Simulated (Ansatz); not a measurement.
Consider the redistribution: `O[SiH](P)S` + `[OH][AlH][SiH2]O` → `[OH][AlH][SiH2]P` + `O[SiH](O)S`.

Computed with Ansatz on PBE0-D4/def2-TZVP structures; ΔE is electronic, products minus reactants. CCSD(T)/CBS adds triple-zeta CCSD(T) − MP2 to the extrapolated MP2 energy (def2 sets, frozen cores). DFT in def2-TZVPP. B3LYP here is the variant with VWN-RPA as its local correlation; programs differ in this. HSE06 is defined as in plane-wave codes. Each species was taken in one conformer, which may not be the lowest.

```
             level  ΔE (kJ/mol)  difference from CCSD(T)/CBS
         r2SCAN-D4        -44.6                         -1.4
            B97M-V        -45.6                         -2.4
      CAM-B3LYP-D4        -41.4                          1.8
           ωB97M-V        -42.8                          0.4
              BLYP        -39.0                          4.2
             B3LYP        -41.4                          1.8
           r2SCANh        -45.4                         -2.2
           r2SCAN0        -46.4                         -3.2
             HSE06        -43.6                         -0.4
             BHLYP        -43.9                         -0.7
           LC-ωPBE        -41.8                          1.4
     HF/def2-TZVPP        -45.6                         -2.4
SCS-MP2/def2-TZVPP        -42.5                          0.7
CCSD(T)/def2-TZVPP        -45.1                         -1.9
     HF/def2-QZVPP        -45.1                         -1.9
    CCSD/CBS(def2)        -43.3                         -0.1
       CCSD(T)/CBS        -43.2                            0
```

Largest T1 diagnostic among the species: 0.014.

At CCSD(T), def2-SVP lies −8.4 kJ/mol from the extrapolated value and def2-TZVPP −1.9 kJ/mol. From BLYP to BHLYP (50 % exact exchange), in def2-TZVPP and without D4, ΔE moves by −5.0 kJ/mol. Leaving LDA and LC-ωPBE aside and taking each functional with its dispersion term where it has one, the values, not all of them listed here, spread over 7.8 kJ/mol, from r2SCAN0-D4 to BLYP-D4. LDA lies −3.5 kJ/mol from PBE without D4.
